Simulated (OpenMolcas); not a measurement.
# Pd²⁺: effect of the active space

* Program: OpenMolcas 26.06
* Method: CASSCF
* Basis: ANO-R2
* Scalar Hamiltonian: X2C, finite nucleus
* Spin-orbit coupling: state interaction with AMFI integrals over the reference wave functions, term energies averaged over their components

A. 8 electrons in 5 orbitals (4d); 2S+1 = 3 even, 10 roots; 2S+1 = 1 even, 15 roots; cost roughly 5 core-seconds
B. 8 electrons in 6 orbitals (4d 5s); 2S+1 = 3 even, 55 roots; 2S+1 = 5 even, 10 roots kept (CI in the orbitals of an earlier block); 2S+1 = 1 even, 50 roots kept (CI in the orbitals of an earlier block); cost roughly 50 core-seconds
C. 8 electrons in 10 orbitals (4d 5d); 2S+1 = 3 even, 10 roots; 2S+1 = 1 even, 15 roots; cost about 70 core-seconds

Energies in cm⁻¹ above 4d⁸ ³F₄, the measured ground level; measured values from Moore, Atomic Energy Levels, vol. III, NSRDS-NBS 35 (1971 reprint of NBS Circular 467, 1958).

```json
{"Level": "4d⁸ ³F₄", "A": "0.0", "B": "0.0", "C": "0.0", "Measured": "0.0"}
{"Level": "4d⁸ ³F₃", "A": "3120", "B": "3289", "C": "3123", "Measured": "3230"}
{"Level": "4d⁸ ³F₂", "A": "4807", "B": "5033", "C": "4787", "Measured": "4687"}
{"Level": "4d⁸ ³P₁", "A": "17435", "B": "17497", "C": "17077", "Measured": "13470"}
{"Level": "4d⁸ ³P₀", "A": "17765", "B": "17844", "C": "17369", "Measured": "13699"}
{"Level": "4d⁸ ³P₂ [54 %]", "A": "17779", "B": "18005", "C": "17559", "Measured": ""}
{"Level": "4d⁸ ¹G₄", "A": "21530", "B": "22045", "C": "21201", "Measured": "17880"}
{"Level": "4d⁸ ¹S₀", "A": "50372", "B": "51933", "C": "49236", "Measured": ""}
```

Deviations, from unrounded energies. A percentage is the sum of absolute deviations over the sum of measured energies, with the sign that they share, or ± where signs differ.

```tsv
Against measurement	Levels	A	B	C
mean absolute deviation (cm-1)	5	2400	2500	2200
fine structure of the ground term (%)	2	±2.9	+5.1	±2.6
other terms of the ground configuration (%)	3	+25.9	+27.4	+23.5
```

C lies closest to measurement on these levels and B furthest from it. The largest miss of C in the table is 4d⁸ ³P₀, by +3700 cm-1. The ranking rests on the paired levels alone, and a cruder setting can come out closer through cancelling errors.

Among A to C the level of the table that moves most is 4d⁸ ¹S₀, by 2700 cm-1 (lowest in C, highest in B).

Without dynamic correlation excited terms often stand tens of per cent too high (terms of higher spin than the ground term too low), and those without a measured partner can miss by more than the paired ones. Levels of configurations with an s electron are missing; early in the row they begin among the upper levels of the d shell and mix with terms of their name (holds for A). Terms from blocks run as CI alone lack orbitals of their own (holds for B). Active for correlation alone: 5d; no level in the range computed is led by a configuration that fills it, so any true level of that kind is missing (holds for C). Computed and measured levels are paired by configuration, term and J; levels that our copy of the source lacks, or whose pairing is in doubt (as where it misses far off the trend of its configuration), stay unpaired and out of the deviations. Only configurations of the active space appear. Levels that lie high or do not pair safely by name in every column are left out.

A share in square brackets marks a mixed level and gives the weight of the term that names it, the lowest over the columns.
